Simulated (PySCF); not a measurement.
**Spin-state energies of [Ru(NH3)6]2+**

[Ru(NH3)6]2+ holds Ru(II), d6, at total charge +2. The structure is a PBE0-D3(BJ)/def2-SVP, IEF-PCM water geometry optimised for multiplicity 1; coordination octahedral, point group S6, metal–donor distances 2.13 Å.

The d shell alone is too small an active space for [Ru(NH3)6]2+ (an active orbital has only 0.68 squared overlap with the free ion's shell): its levels, fitted parameters, g values and moments show what this model gives and aren't sound predictions.

```
25

Ru    0.000    0.000    0.000
N    -0.008    2.127   -0.008
H    -0.002    2.545    0.925
H     0.795    2.540   -0.488
H    -0.827    2.527   -0.472
N     0.008   -2.127    0.008
H     0.002   -2.545   -0.925
H     0.827   -2.527    0.472
H    -0.795   -2.540    0.488
N    -0.008   -0.008    2.127
H     0.925   -0.002    2.545
H    -0.488    0.795    2.540
H    -0.472   -0.827    2.527
N     0.008    0.008   -2.127
H    -0.925    0.002   -2.545
H     0.472    0.827   -2.527
H     0.488   -0.795   -2.540
N     2.127   -0.008   -0.008
H     2.545    0.925   -0.002
H     2.540   -0.488    0.795
H     2.527   -0.472   -0.827
N    -2.127    0.008    0.008
H    -2.545   -0.925    0.002
H    -2.527    0.472    0.827
H    -2.540    0.488   -0.795
```

Method (PySCF 2.14, density fitting): CASSCF(6,5) with orbitals averaged over all microstates of the shell, strongly contracted NEVPT2 on the averaged canonical orbitals; basis x2c-TZVPall on the metal, x2c-SVPall elsewhere; spin-free X2C; IEF-PCM water; spin-orbit coupling by state interaction with the mean-field operator over all roots.

The unrestricted Kohn–Sham energies use the same basis, Hamiltonian, solvent and geometry. All energies are vertical, in cm⁻¹ above the lowest state with 2S+1 = 5; a negative value means that the lower spin is more stable. A dash marks a spin without a sound unrestricted solution.

| method | 2S+1 = 3 | 2S+1 = 1 |
| --- | --- | --- |
| CASSCF | -10779 | -30394 |
| NEVPT2 | -16203 | -40001 |
| TPSSh | – | -44014 |
| B3LYP | – | -42862 |

Q: How does exact exchange act on the 2S+1 = 1 state?

A: From TPSSh (10 % exact exchange) to B3LYP (20 %) it moves by +1152 cm⁻¹ against the high-spin state, so more exact exchange favours high spin, the usual trend.

The functionals differ in more than their exact exchange.

The active space of the d orbitals alone lacks metal–ligand bonding pairs, which usually tilts NEVPT2 towards high spin.
